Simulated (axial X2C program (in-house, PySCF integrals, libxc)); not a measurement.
# Worked dissociation energy of LiTc⁺: HF, scalar-relativistic

All values were computed with an in-house relativistic program for diatomic molecules. Spin-free means the one-electron spin-free X2C Hamiltonian. Basis: Tc dyall-cv3z [12s12p8d5f3g], Li dyall-cv3z [7s8p2d] (cores contracted in-house); Gaussian nuclei, density fitting, unrestricted open shells. Masses: Tc 98.907 u, Li 7.016 u.

Molecular state: M_S = 5/2, Λ = 0 (beyond evenly filled blocks: σα, π+α, π-α, δ+α, δ-α).

| Property | Result |
| --- | --- |
| E(Tc) (2M_S = 5, M_L = 0) | -4283.101452 hartree |
| E(Li+) (2M_S = 0, M_L = 0) | -7.237072 hartree |
| E(LiTc⁺) at Re | -4290.384076 hartree |
| ωe | 208.3 cm⁻¹ |
| ωexe | 0.98 cm⁻¹ |

Question: Work out De and D0.

Answer: De = -4283.101452 + (-7.237072) − (-4290.384076) = 0.04555 hartree = 1.240 eV. The zero-point energy is ωe/2 − ωexe/4 = 104 cm⁻¹ = 0.013 eV, so D0 = 1.227 eV.

Occupations by symmetry block were frozen at the best pattern of an incomplete PBE0 search. Dissociation energies refer to the lowest single-determinant-based atoms at the same level and basis. The determinant is spin-polarised beyond a pure state at some levels (its spin-free form has ⟨S²⟩ too high), which makes Re and μ there less reliable.

Hartree–Fock lacks correlation and underbinds, often by eV.

Each atomic determinant is the lowest at this level and need not be a pure term. Totals compare only within one Hamiltonian and basis.
